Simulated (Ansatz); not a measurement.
Reactions of `ClC(Br)C(Cl)Br`.

Isolated molecules relaxed with PBE0-D4/def2-TZVP in Ansatz; ΔE leaves out vibrations. CCSD(T)/CBS adds triple-zeta CCSD(T) − MP2 to the extrapolated MP2 energy (def2 sets, frozen cores). This one scheme is used for every species, atoms too. Functionals use def2-TZVPP. Open shells (•) are unrestricted, without spin–orbit coupling. Spin–orbit coupling would lower the free atoms: a little for C, Cl; clearly for Br. For Br outer-core shells are correlated without core-valence functions, so the limit isn't a true one: a few kJ/mol of doubt a bond, and 10 to 20 or more in all where bonds break to atoms. Scalar relativity is left out up to krypton. Each species was taken in one conformer, which may not be the lowest.

```json
{"reaction": "`Cl[C@H](Br)[C@H](Cl)Br` → 2 `Cl[CH]Br`•", "CCSD(T)/CBS(def2) (eV)": "3.75"}
{"reaction": "`Cl[C@H](Br)[C@H](Cl)Br` + HBr → `ClC(Br)Br` + `ClCBr`", "CCSD(T)/CBS(def2) (eV)": "0.45"}
{"reaction": "`Cl[C@H](Br)[C@H](Cl)Br` → 2 Br• + 2 C• + 2 Cl• + 2 H•", "CCSD(T)/CBS(def2) (eV)": "25.96"}
{"reaction": "`Cl[C@H](Br)[C@H](Cl)Br` + HCl → `ClC(Cl)Br` + `ClCBr`", "CCSD(T)/CBS(def2) (eV)": "0.51"}
{"reaction": "`Cl[C@H](Br)[C@H](Cl)Br` + H–F → `FC(Cl)Br` + `ClCBr`", "CCSD(T)/CBS(def2) (eV)": "?"}
```

(1) Fill in the missing values. (An estimate is asked.)

Largest T1 diagnostic: 0.014, for `Cl[CH]Br`•.

Answers

(1) Computed: `Cl[C@H](Br)[C@H](Cl)Br` + H–F → `FC(Cl)Br` + `ClCBr`: +0.57 eV.
